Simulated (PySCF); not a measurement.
C3H8O2Si, SMILES [SiH2](C=O)COC.

Geometry: B3LYP-D3(BJ)/def2-SVP. This is a generated structure with no PubChem entry under its InChIKey; it may be hypothetical. Other conformers were not sampled.

Two levels are set side by side: TDDFT-PBE/def2-SVPD (PySCF) and TDDFT-M06-2X/def2-SVPD (PySCF). Vertical, same geometry. The lowest singlet is HOMO→LUMO 100 % with PBE and HOMO→LUMO 93 % with the other functional; states are paired by order. Differences are taken from unrounded values.

| quantity | TDDFT-M06-2X |
|---|---|
| lowest singlet excitation (eV) | 2.85 |
| lowest triplet excitation (TDA) (eV) | 2.39 |

Problem. What does TDDFT-PBE give, and how far is it from TDDFT-M06-2X? (An estimate is asked for; the answer gives what the named calculation found.)

Solution. 
```tsv
quantity	TDDFT-PBE	TDDFT-PBE minus TDDFT-M06-2X
lowest singlet excitation (eV)	3.00	0.14
lowest triplet excitation (TDA) (eV)	2.33	-0.07
```

Rough cost on one machine, each run with all the roots and properties that it gave: TDDFT-M06-2X against TDDFT-PBE about 20 times.
